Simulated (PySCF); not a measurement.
NMR data simulated for an unnamed compound:

1H NMR (400 MHz, computed): δ 6.96 (s, 1H), 6.80 (m, 1H), 6.63 (d, 1H), 6.57 (m, 1H), 6.32 (d, 1H), 4.97 (s, 6H).

13C{1H} NMR (computed): δ 155.2 (CH), 135.8 (CH), 132.1 (C), 132.1 (CH), 129.6 (CH), 118.7 (CH).

Level of theory: GIAO PBE0/pcSseg-1 shieldings, GFN2-xTB geometry, in PySCF 2.14 (non-relativistic Hamiltonian, single conformer, isolated molecule, fast rotation and ring inversion assumed for equivalent nuclei).

Scale: 1H (σ = 31.72 ppm), 13C (σ = 186.93 ppm) vs TMS (reference shieldings calculated alike).

Task: Which of these does the molecule contain: a Si–H bond, an NH or NH2 group, a benzene ring, an amide, a non-aromatic C=C double bond?

Result: 
- A Si–H bond: yes (δH 4.97 (s)).
- An NH or NH2 group: no.
- A benzene ring: no.
- An amide: no.
- A non-aromatic C=C double bond: yes.

The data belong to `[SiH3]N([SiH3])C=C1C=CC=C1`, C₆H₁₁NSi₂; they needn't prove each group on their own.

Carbon signals by region: 6 in the sp2 and nitrile region (100–160 ppm).

Shifts are as computed. Against solution values, carbons near 30 ppm lie about +3 ppm off and those near 130 ppm about +5 ppm. Of 1211 compounds with measured shifts, 218 miss one by over three times the rms of a fit or turn the order of signals round; such compounds aren't used in these exercises. Multiplicities follow the n + 1 count of equivalent neighbours, as no J values were calculated; m marks all less simple cases, F and P coupling included.
